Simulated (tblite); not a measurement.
Compound: C3H11PSi2.
Atom-mapped SMILES: `[CH3:1][Si:2]1([PH2:3])[CH2:4][SiH2:5][CH2:6]1` (hydrogens: H7, H8, H9 on C1; H10, H11 on P3; H12, H13 on C4; H14, H15 on Si5; H16, H17 on C6)

Structure optimised with GFN2-xTB, isolated species.

Question: List the bond lengths, angles and torsions at this level.

Answer: 
```json
{"bond": "C1–Si2", "length (Å)": "1.904", "order": "single"}
{"bond": "Si2–P3", "length (Å)": "2.258", "order": "single"}
{"bond": "Si2–C4, Si2–C6", "length (Å)": "1.930", "order": "single"}
{"bond": "C4–Si5, Si5–C6", "length (Å)": "1.917", "order": "single"}
{"bond": "C1–H7, C1–H8, C1–H9", "length (Å)": "1.085", "order": "single"}
{"bond": "P3–H10, P3–H11", "length (Å)": "1.383", "order": "single"}
{"bond": "C4–H12, C6–H17", "length (Å)": "1.086", "order": "single"}
{"bond": "C4–H13, C6–H16", "length (Å)": "1.087", "order": "single"}
{"bond": "Si5–H14", "length (Å)": "1.463", "order": "single"}
{"bond": "Si5–H15", "length (Å)": "1.463", "order": "single"}
```

Bonds in one row agree within 0.01 Å and their mean is given. Orders are formal, as drawn. A selection of angles:
```json
{"angle": "Si2–C1–H7", "degrees": "111.2"}
{"angle": "H7–C1–H8", "degrees": "107.8"}
{"angle": "C1–Si2–P3", "degrees": "109.1"}
{"angle": "C1–Si2–C4", "degrees": "114.4"}
{"angle": "C1–Si2–C6", "degrees": "115.2"}
{"angle": "P3–Si2–C4", "degrees": "117.7"}
{"angle": "P3–Si2–C6", "degrees": "111.5"}
{"angle": "C4–Si2–C6", "degrees": "87.6"}
{"angle": "Si2–P3–H10", "degrees": "94.1"}
{"angle": "H10–P3–H11", "degrees": "92.3"}
{"angle": "Si2–C4–Si5", "degrees": "91.8"}
{"angle": "Si2–C4–H12", "degrees": "114.5"}
{"angle": "Si2–C4–H13", "degrees": "114.9"}
{"angle": "Si5–C4–H12", "degrees": "114.5"}
{"angle": "Si5–C4–H13", "degrees": "114.5"}
{"angle": "H12–C4–H13", "degrees": "106.5"}
{"angle": "C4–Si5–C6", "degrees": "88.4"}
{"angle": "C4–Si5–H14", "degrees": "113.6"}
{"angle": "C4–Si5–H15", "degrees": "114.0"}
{"angle": "C6–Si5–H15", "degrees": "114.5"}
{"angle": "H14–Si5–H15", "degrees": "110.6"}
{"angle": "Si5–C6–H16", "degrees": "114.5"}
{"angle": "Si2–C6–H16", "degrees": "114.2"}
```

Torsions: C1–Si2–C4–Si5 117° (anticlinal); Si2–C4–Si5–C6 0° (synperiplanar); C4–Si5–C6–Si2 0° (synperiplanar); C1–Si2–C6–Si5 -116° (anticlinal). The mirror-image conformer, all signs reversed, is as good.

The C–Si distances run from 1.904 Å (C1–Si2, drawn single) to 1.933 Å (Si2–C4, drawn single), a spread of 0.029 Å. The 4-membered ring Si2–C4–Si5–C6 has internal angles of 87.6° to 92.2°; it is planar, 0.00 Å rms from its mean plane, widest ring torsion 0°. Si2 (four-coordinate silicon) has angles from 87.6° to 117.7°. P3 (three-coordinate phosphorus) is pyramidal (angles 94.3°, 94.1° and 92.3°, sum 280.8°, 0.85 Å off the plane of its three neighbours). Si5 (SiH2 silicon) has angles from 88.4° to 114.5°.

Its GFN2-xTB frequencies are all real (lowest 40 cm⁻¹). The numbers are those of one conformer (C1–Si2–P3–H 159° and 67°).

On an Arm Neoverse N1 with one thread, shared host with 64 logical CPUs at a one-minute load of 60, this took 1.3 s wall. These figures are those of the optimisation.

These are computed values.
